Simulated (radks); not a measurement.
The numbers below are computed, except where a source is named.
Correlation energies from several functionals, in hartree. Species: Sn4+ [Kr] 4d10; H 1s1; W33+ [Kr] 4d5. Code: a radial shooting solver on a logarithmic mesh with Libxc functionals. Model: non-relativistic Kohn-Sham, PBE, spin-polarised, spherical densities, point nucleus. Every spin shell is full or empty, so the densities are truly spherical. Functionals are evaluated on that one density, not self-consistently.

\begin{tabular}{lrrr}
functional & Sn4+ & H & W33+ \\ \hline
PW92 & -4.5805 & -0.021956 & -4.8413 \\
PZ & -4.5787 & -0.022096 & -4.8415 \\
Chachiyo & -4.5225 & -0.021983 & -4.7922 \\
PBEsol & -2.8763 & -0.0076592 & -2.7770 \\
LYP & -2.4023 & 0 & -2.2777 \\
OP (B88) & -2.3539 & 0 & -2.2468 \\
TPSS & -2.5493 & 0 & -2.4382 \\
r2SCAN & -2.5316 & 0 & -2.4453 \\
B95 & -3.1235 & 0 & -3.3286 \\
\end{tabular}
